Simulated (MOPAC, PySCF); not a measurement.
C$_{5}$H$_{9}$B, SMILES `B/C=C\C(=C)C`, neutral singlet in the gas phase. 

Cartesian coordinates (Å):
```xyz
15

B      2.0466    -0.0800     0.9071
C      1.7368     0.0007    -0.5887
C      0.5645     0.0444    -1.2547
C     -0.8239     0.0316    -0.7968
C     -1.7682     0.0864    -1.7382
C     -1.1954    -0.0382     0.6516
H      3.1910    -0.1032     1.2446
H      1.2215    -0.1208     1.7588
H      2.6012     0.0274    -1.2478
H      0.6268     0.1009    -2.3390
H     -2.8202     0.0820    -1.4860
H     -1.5153     0.1382    -2.7890
H     -0.8013    -0.9407     1.1171
H     -2.2783    -0.0341     0.7625
H     -0.7857     0.8055     1.2056
```
Charge 0, multiplicity 1.

All levels are single points at this geometry (CAM-B3LYP-D3(BJ)/def2-TZVP); Pople sets use spherical d functions. Orbital energies aren't observables, and empty levels follow the basis.

```json
[
 {"level": "CAM-B3LYP-D3(BJ)/def2-TZVP in PySCF", "HOMO (eV)": "-8.38", "LUMO (eV)": "-1.24", "gap (eV)": "7.13", "dipole (D)": "1.84", "vertical IE, Delta-SCF (eV)": "9.07"},
 {"level": "B3LYP/6-311+G** in PySCF", "HOMO (eV)": "-7.02", "LUMO (eV)": "-2.50", "gap (eV)": "4.51", "dipole (D)": "1.96", "vertical IE, Delta-SCF (eV)": "–"},
 {"level": "B3LYP/6-31G* in PySCF", "HOMO (eV)": "-6.71", "LUMO (eV)": "-2.10", "gap (eV)": "4.61", "dipole (D)": "2.01", "vertical IE, Delta-SCF (eV)": "8.83"},
 {"level": "M06-2X/6-31G* in PySCF", "HOMO (eV)": "-8.02", "LUMO (eV)": "-1.11", "gap (eV)": "6.91", "dipole (D)": "1.75", "vertical IE, Delta-SCF (eV)": "–"},
 {"level": "HF/STO-3G in PySCF", "HOMO (eV)": "-7.33", "LUMO (eV)": "4.73", "gap (eV)": "12.06", "dipole (D)": "1.40", "vertical IE, Delta-SCF (eV)": "–"},
 {"level": "PM7 in MOPAC", "HOMO (eV)": "-9.59", "LUMO (eV)": "-1.04", "gap (eV)": "8.55", "dipole (D)": "0.74", "vertical IE, Delta-SCF (eV)": "–"}
]
```
